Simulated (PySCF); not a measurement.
## Löwdin shares of the frontier orbitals

C₆H₁₀P (charge +1).
Cartesian coordinates in Å at the GFN2-xTB level; atoms count from 1:
```xyz
17
C6H10P angstrom
C      2.3524   -0.8504    0.4237
P      1.0886    0.2948   -0.1730
C     -0.0013   -0.4419   -1.3692
C     -1.3254   -0.3850   -1.2208
C     -2.0750    0.2608   -0.1118
C     -1.2952    0.8211    1.0226
C      0.0324    0.8973    1.1246
H      2.9885   -0.3505    1.1551
H      2.9664   -1.1894   -0.4115
H      1.8731   -1.7113    0.8913
H      1.7691    1.3542   -0.7502
H      0.4555   -0.9454   -2.2106
H     -1.9516   -0.8530   -1.9702
H     -2.6962    1.0616   -0.5339
H     -2.7982   -0.4621    0.2858
H     -1.9011    1.1949    1.8387
H      0.5109    1.3164    1.9995
```

Level of theory: TDDFT CAM-B3LYP/def2-SVPD, vertical, gas phase, core orbitals frozen in the response in PySCF 2.14.0, density-fitted response routines.

Kohn–Sham orbitals with the atoms that hold most of them (Löwdin shares over 4%, at most four atoms; ? is withheld):

| orbital | ε (eV) | atoms |
| --- | --- | --- |
| HOMO-3 | -16.62 | C5 14%, C4 13%, C6 13%, C7 10% |
| HOMO-2 | -15.31 | C6 13%, C4 13%, C3 12%, C7 12% |
| HOMO-1 | -14.26 | C3 22%, C7 22%, C4 19%, C6 19% |
| HOMO | ? | ? |
| LUMO | -4.15 | ? |
| LUMO+1 | -4.04 | C6 16%, C4 16%, P2 15%, C7 10% |
| LUMO+2 | -2.66 | P2 16%, H11 12%, C7 11%, C3 11% |

(1) Which atoms hold the HOMO, and with what shares?

(2) Which atoms hold the LUMO, and with what shares?

(3) What is the HOMO energy, and the HOMO–LUMO gap?

Results:

(1) C7 (bonded to C, P and H) 18%; C3 (bonded to C, P and H) 18%; C6 (bonded to 2 C and H) 12%; C4 (bonded to 2 C and H) 12%.

(2) C4 (bonded to 2 C and H) 18%; C6 (bonded to 2 C and H) 18%; C3 (bonded to C, P and H) 16%; C7 (bonded to C, P and H) 16%.

(3) ε(HOMO) = -13.73 eV; the gap is 9.58 eV (0.3519 hartree).

Q: How does S1 compare with the orbital gap of 9.58 eV?

A: S1 is at 6.29 eV (f = 0.0020), 3.29 eV below the gap, made of HOMO→LUMO (97%). 

Q: One configuration dominates each of S1, S2, S3, S4, S5 and S6. Which, and how do the shares of the two leading atoms of either orbital change from the occupied to the empty one?

A: 
- S1 (6.29 eV, f 0.0020), HOMO→LUMO (97%): C7 18% → 16%, C3 18% → 16%, C4 12% → 18%, C6 12% → 18%
- S2 (6.77 eV, f 0.119), HOMO→LUMO+1 (74%): C7 18% → 10%, C3 18% → at most 10%, C6 12% → 16%, C4 12% → 16%
- S3 (7.12 eV, f 0.024), HOMO-1→LUMO+1 (96%): C3 22% → at most 10%, C7 22% → 10%, C6 19% → 16%, C4 19% → 16%
- S4 (7.26 eV, f 0.0062), HOMO-2→LUMO (92%): C6 13% → 18%, C4 13% → 18%
- S5 (7.39 eV, f 0.0002), HOMO-2→LUMO+1 (89%): C6 13% → 16%, C4 13% → 16%
- S6 (7.58 eV, f 0.693), HOMO-1→LUMO (70%): C3 22% → 16%, C7 22% → 16%, C4 19% → 18%, C6 19% → 18%
